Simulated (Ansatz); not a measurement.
Reactions of ClH₅N₃Ta, SMILES `[NH]=[Ta]([NH2])([NH2])[Cl]`.

Calculated with Ansatz (gas phase, PBE0-D4/def2-TZVP geometries, no zero-point term in ΔE). CBS: MP2 limit from def2 TZ/QZ plus the TZ coupled-cluster correction, frozen cores. This one scheme is used for every species. Functionals use def2-TZVPP. def2 core potentials past Kr. For Ta outer-core shells are correlated without core-valence functions, which leaves a few kJ/mol of doubt a bond. One conformer a species, not always the lowest.

```tsv
reaction	HF/CBS(def2) (eV)	r2SCAN-D4 (eV)	B97M-V (eV)	RPA@PBE/def2-TZVPP (eV)	CCSD(T)/CBS(def2) (eV)
`[NH]=[Ta]([NH2])([NH2])[Cl]` + NH₃ → `[NH]=[Ta]([NH2])([NH2])[NH2]` + HCl	1.10	1.10	1.14	0.99	1.04
`[NH]=[Ta]([NH2])([NH2])[Cl]` + HCl → `[NH]=[Ta]([NH2])([Cl])[Cl]` + NH₃	-0.88	-0.86	-0.90	-0.76	-0.82
`[NH]=[Ta]([NH2])([NH2])[Cl]` + H–F → `[NH]=[Ta]([NH2])([NH2])[F]` + HCl	-0.09	-0.07	-0.09	-0.05	0.05
`[NH]=[Ta]([NH2])([NH2])[Cl]` + H₂O → `[NH]=[Ta]([NH2])([OH])[Cl]` + NH₃	-0.61	-0.57	-0.61	-0.51	-0.49
`[NH]=[Ta]([NH2])([NH2])[Cl]` + H₂O → `[NH]=[Ta]([NH2])([NH2])[OH]` + HCl	0.40	0.43	0.44	0.38	0.45
```

Largest T1 diagnostic: 0.018, for `[NH]=[Ta]([NH2])([NH2])[F]`.
